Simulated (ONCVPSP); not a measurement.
Before and after: ONCV potential for C

ONCVPSP 4.0.1 input, shortened (lines: element, Z, core and valence counts, functional; n l f; lmax; l rc ep ncon nbas qcut; lloc lpopt rc5 dvloc0; l nproj debl; icmod fcfact rcfact), PBE, scalar-relativistic:

```
  C 6.00    1    2        4      upf
    1    0    2.00
    2    0    2.00
    2    1    2.00
    2
    0    1.15    0.00    5    8    7.10
    1    2.30    0.00    4    8    5.60
    2    1.95    0.45    4    9    4.80
    0    5    1.15    0.00
    0    0    1.50
    1    3    3.80
    2    2    1.50
    3    4.25    1.55
```

All-electron outer shells of the reference configuration (PBE, scalar-relativistic, ld1.x):

| shell | level (eV) | outermost node (bohr) | outermost maximum (bohr) |
| --- | --- | --- | --- |
| 1s | -273.38 | – | 0.17 |
| 2s | -13.75 | 0.38 | 1.22 |
| 2p | -5.29 | – | 1.20 |

Change: s: qcut 10.7.

Cutoffs: the cutoffs (Ha) at which the residual kinetic energy of the hardest occupied pseudo-wave falls to 1 and 0.1 mHa per electron; they do not see the model core or the augmentation charge, which bear on the density cutoff. Errors are all-electron minus pseudo energies relative to the spin-unpolarised reference configuration.

Task: Predict the effect on cutoff, ghosts and configuration errors.

Result: The potential gets neither clearly harder nor softer (20 Ha and 28 Ha → 22 Ha and 28 Ha); the errors of the 4 common tests hardly move; neither file shows a bound ghost.

```csv
quantity,base,changed
"cutoff, loose",20 Ha,22 Ha
"cutoff, tight",28 Ha,28 Ha
loose cutoff by channel,"s 20 Ha, p 11 Ha","s 22 Ha, p 11 Ha"
bound ghosts,none,none
GHOST(+) flags under 300 eV,none,none
"error for 2s2 2p1, meV [ΔE 10.86 eV]",+61,+61
"error for 2s2 2p0, meV [ΔE 35.02 eV]",+522,+520
"error for 2s1 2p0, meV [ΔE 83.21 eV]",+1080,+1078
"error for 2s2 2p1.5, meV [ΔE 3.96 eV]",+9.2,+9.2
s: phases at 1.16 bohr within 0.05 rad from the reference energy up to (Ha; the scan ends near 5),to the end of the scan,to the end of the scan
p: phases at 2.33 bohr within 0.05 rad from the reference energy up to (Ha; the scan ends near 5),1.0,1.0
d: phases at 1.98 bohr within 0.05 rad from the reference energy up to (Ha; the scan ends near 5),4.8,4.8
"rms error of d²Exc/dni dnj with the model core, mHa",1.39,1.39
```

Base: The cutoffs count occupied waves only; projector 3 of the p channel, the hardest unoccupied one, needs 56 Ha at the loose tolerance. Changed file: The cutoffs count occupied waves only; projector 3 of the p channel, the hardest unoccupied one, needs 56 Ha at the loose tolerance.
